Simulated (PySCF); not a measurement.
A GIAO shielding run with PySCF (density fitting, non-relativistic, gas phase) on SMILES C(C)(C)[Si](O)(O)CF, C$_{4}$H$_{11}$FO$_{2}$Si:

```
$ OMP_NUM_THREADS=1 python probes_run.py task.json out

{"job": {"kind": "nmr", "xc": "PBE0", "basis": "pcSseg-1"}, "charge": 0, "multiplicity": 1}
C     -1.487496    -1.266715    -0.076390
C     -0.919669     0.039487     0.481812
C     -1.446370     1.220719    -0.336636
Si     0.991097     0.010594     0.579202
O      1.556417    -1.203574     1.497456
O      1.565957     1.391381     1.236345
C      1.788160    -0.321643    -1.133335
F      1.468221     0.685564    -2.030818
H     -1.209976    -1.385676    -1.120998
H     -2.574575    -1.268016    -0.013501
H     -1.107538    -2.120717     0.478976
H     -1.304384     0.152499     1.503234
H     -2.534659     1.205594    -0.365976
H     -1.132762     2.167822     0.097416
H     -1.077937     1.173109    -1.358420
H      1.611126    -1.096106     2.443713
H      1.472650     2.219402     0.773249
H      1.453536    -1.253563    -1.589405
H      2.878397    -0.340910    -1.073385
```

Hardware: 1 thread of an Arm Neoverse V1, shared host. The job also computes population analyses, field gradients.

(1) How large is the calculation?

(2) How long does it take, and how much memory does it need?

## Answers

(1) 74 electrons, 198 basis functions and 1050 auxiliary functions.

(2) 46 s of wall time, with 13 SCF cycles and 4 response iterations; peak memory 0.88 GiB. Times on a shared host scatter by some tens of per cent.
